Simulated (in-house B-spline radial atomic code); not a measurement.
Zr²⁸⁺. Computed with a B-spline radial atomic code. Model: all-electron spherical atom, spin shells full or empty, radial basis limit, no spin-orbit coupling: exact exchange with a local potential (Slater, KLI or optimised effective potential, whose far tail is KLI's), no correlation.

The run also made RPA and GW results, which its time includes.

The Slater potential averages the orbital exchange potentials with the orbital densities as weights, KLI adds orbital constants, and the optimised effective potential minimises the exact-exchange energy among local potentials. So their energies lie above Hartree-Fock in the order OEP, KLI, Slater. All fall off as −1/r, unlike LDA and GGA exchange.

Command:
```bash
python run_gw.py task.json out
```
Settings (lengths in bohr, energies in hartree):
```
Z                      40
electrons              12
configuration          [Ne] 3s2
hamiltonian            nr
method                 kli
lmax                   9
spin_polarised         False
box_radius             3.2
intervals              64
ion_configuration      [Ne] 3s1
```

Time taken, with all properties: 4.8 s on 1 thread of Arm Neoverse N1 (shared host).

Given: hamiltonian non-relativistic; mean-field start exchange-only KLI.

Computed: energy above Hartree-Fock 5.3952 millihartree; virial ratio -E/T less 1 -0.000327.

| radius (bohr) | r times exchange potential (hartree bohr) |
| --- | --- |
| 0.00125 | -0.041379 |
| 0.0015 | -0.04961 |
| 0.00179 | -0.059129 |
| 0.00215 | -0.070896 |
| 0.00257 | ? |
| 0.00308 | -0.10098 |
| 0.00369 | -0.1204 |
| 0.00442 | -0.14327 |
| 0.0053 | -0.17023 |
| 0.00634 | -0.20114 |
| 0.0076 | -0.23707 |
| 0.0091 | -0.27747 |
| 0.0109 | -0.32239 |
| 0.0131 | -0.37182 |
| 0.0156 | -0.42068 |
| 0.0187 | -0.47077 |
| 0.0224 | -0.51648 |
| 0.0269 | -0.55391 |
| 0.0322 | -0.57734 |
| 0.0386 | -0.58534 |
| 0.0462 | -0.58399 |
| 0.0553 | -0.5962 |
| 0.0663 | -0.65473 |
| 0.0794 | -0.764 |
| 0.0951 | -0.89379 |
| 0.114 | -1.0099 |
| 0.136 | -1.0836 |
| 0.163 | -1.0987 |
| 0.196 | -1.0377 |
| 0.234 | -0.90646 |
| 0.281 | -0.77218 |
| 0.336 | -0.79366 |
| 0.403 | -0.89226 |
| 0.483 | ? |
| 0.578 | -0.98871 |
| 0.692 | -0.99804 |
| 0.829 | -0.99988 |

**Question.** What belongs in the row 0.00257?

**Answer.** r times exchange potential (hartree bohr): -0.08454.

**Question.** What belongs in the row 0.483?

**Answer.** r times exchange potential (hartree bohr): -0.95916.

```tsv
occupied	level (hartree)	Hartree-Fock level (hartree)
1s	-693.87	-703.07
2s	?	?
2p	-131.64	-133.32
3s	-54.778	-54.781
```

**Question.** What belongs in the row 2s?

**Answer.** level (hartree): -138.27; Hartree-Fock level (hartree): -140.77.

| empty | level (hartree) |
| --- | --- |
| 3p | -52.499 |
| 3d | -49.242 |
| 4s | -29.483 |
| 4p | -28.545 |
| 4d | ? |
| 4f | -26.455 |

**Question.** What belongs in the row 4d?

**Answer.** level (hartree): -27.313.

The highest level, 3s, differs from Hartree-Fock by +0.1 eV and the deepest, 1s, by +250 eV: a local potential can match the highest level but can't give each shell its own exchange.
